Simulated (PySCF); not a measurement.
# Which element holds H most strongly?

PBE0 in PySCF with def2-TZVPPD on every atom (core potentials on In), for the lowest determinant that a PBE0 search found; no spin–orbit coupling. D0 is De less the harmonic zero-point energy.

| M | state (unpaired electrons) | Re (Å) | ωe (cm⁻¹) | D0(MH) (eV) |
| --- | --- | --- | --- | --- |
| B | singlet (closed shell) | 1.240 | 2330 | 3.35 |
| Ga | singlet (closed shell) | 1.681 | 1591 | 2.77 |
| Si | doublet (π ↑) | 1.531 | 2024 | 2.97 |
| Ge | doublet (π ↑) | 1.601 | 1899 | 2.76 |
| As | triplet (π ↑↑) | 1.531 | 2174 | 2.77 |
| In | singlet (closed shell) | 1.850 | 1458 | 2.54 |
| P | triplet (π ↑↑) | 1.427 | 2375 | 3.07 |

Problem. Order the elements by D0 and give the energy of PH + B → BH + P.

Solution. B > P > Si > Ga > As > Ge > In; ΔE = 3.07 − 3.35 = -0.28 eV at PBE0/def2-TZVPPD. Close neighbours can swap at other levels.

These are scalar-relativistic numbers at best; spin–orbit coupling would shift them, the dissociation energy most. States were picked by a PBE0 search and need not be the measured ground states.
